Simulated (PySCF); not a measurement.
**Multinuclear NMR of C$_{9}$H$_{9}$N**

Molfile (atoms numbered from 1):
```
C9H9N
     RDKit          3D

 19 19  0  0  0  0  0  0  0  0999 V2000
    2.2369    0.9710    2.6124 C   0  0  0  0  0  0  0  0  0  0  0  0
    1.4006    0.7042    1.5973 C   0  0  0  0  0  0  0  0  0  0  0  0
    1.8490    0.2520    0.2930 C   0  0  0  0  0  0  0  0  0  0  0  0
    1.0860   -0.1272   -0.7553 C   0  0  0  0  0  0  0  0  0  0  0  0
   -0.3728   -0.2631   -0.8116 C   0  0  0  0  0  0  0  0  0  0  0  0
   -1.1518   -0.7380    0.2549 C   0  0  0  0  0  0  0  0  0  0  0  0
   -2.5321   -0.8403    0.0975 C   0  0  0  0  0  0  0  0  0  0  0  0
   -3.1779   -0.5190   -1.0205 N   0  0  0  0  0  0  0  0  0  0  0  0
   -2.4424   -0.0871   -2.0429 C   0  0  0  0  0  0  0  0  0  0  0  0
   -1.0582    0.0487   -1.9958 C   0  0  0  0  0  0  0  0  0  0  0  0
    3.3179    0.8315    2.5111 H   0  0  0  0  0  0  0  0  0  0  0  0
    1.8689    1.3343    3.5745 H   0  0  0  0  0  0  0  0  0  0  0  0
    0.3268    0.8607    1.7390 H   0  0  0  0  0  0  0  0  0  0  0  0
    2.9339    0.2652    0.1379 H   0  0  0  0  0  0  0  0  0  0  0  0
    1.6030   -0.3370   -1.6977 H   0  0  0  0  0  0  0  0  0  0  0  0
   -0.6850   -1.0599    1.1871 H   0  0  0  0  0  0  0  0  0  0  0  0
   -3.1467   -1.2132    0.9254 H   0  0  0  0  0  0  0  0  0  0  0  0
   -2.9846    0.1658   -2.9616 H   0  0  0  0  0  0  0  0  0  0  0  0
   -0.5115    0.4064   -2.8717 H   0  0  0  0  0  0  0  0  0  0  0  0
  1  2  2  0
  2  3  1  0
  3  4  2  0
  4  5  1  0
  5  6  2  0
  6  7  1  0
  7  8  2  0
  8  9  1  0
  9 10  2  0
 10  5  1  0
  1 11  1  0
  1 12  1  0
  2 13  1  0
  3 14  1  0
  4 15  1  0
  6 16  1  0
  7 17  1  0
  9 18  1  0
 10 19  1  0
M  END
```

[PySCF 2.14.0 with density-fitted response routines: PBE0/pcSseg-1 with gauge-including orbitals; geometry: PBE0-D3(BJ)/def2-SVP; fast rotation and ring inversion assumed for equivalent nuclei; no relativistic terms; no solvent model; one conformer]

Where does 15N resonate?

Answers


| atoms | environment | σ (ppm) | δ (ppm) |
| --- | --- | --- | --- |
| N8 | pyridine-type ring nitrogen | -95.2 | -63.3 |

Shieldings were converted by a linear fit to measured shifts: 15N: δ = -150.45 − 0.916σ (rms 7.2 ppm, 79 shifts vs CH3NO2, solution or neat liquid). Occasional misses reach two or three times the rms, and more in compound classes unlike the fitted ones.

On a 400 MHz spectrometer 15N resonates near 40.5 MHz, so 1 ppm is 40.5 Hz.
